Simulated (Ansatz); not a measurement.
Basis-set extrapolation for `N[Si@@H]1N[C@@]1(O)F` (PBE0-D4/def2-TZVP geometry, frozen core, the Gaussian-basis code of Ansatz). Multiplicity 1, RHF reference.

|  | def2-TZVPP | def2-QZVPP |
| --- | --- | --- |
| HF | -613.067914 | -613.092349 |
| MP2 correlation | -1.182378 | -1.276748 |
| CCSD(T) correlation | -1.253676 | not run |

Energies in hartree. Use E(X) = E(∞) + A·exp(−7.88·√X) for Hartree–Fock and E(X) = E(∞) + B·X^(−2.97) for correlation, with X = 3 and 4, and add CCSD(T) minus MP2 of the smaller set to the MP2 limit.

Question: What is the CCSD(T) energy at the basis-set limit?

Answer: HF limit: -613.092349 + (-0.024435) × 0.13774 = -613.09571. MP2 limit: -1.276748 + (-0.094370) × 0.74074 = -1.34665. Higher-order term: -1.253676 − (-1.182378) = -0.07130. Total: -614.51366 hartree, 504.3 kJ/mol below CCSD(T)/def2-TZVPP.
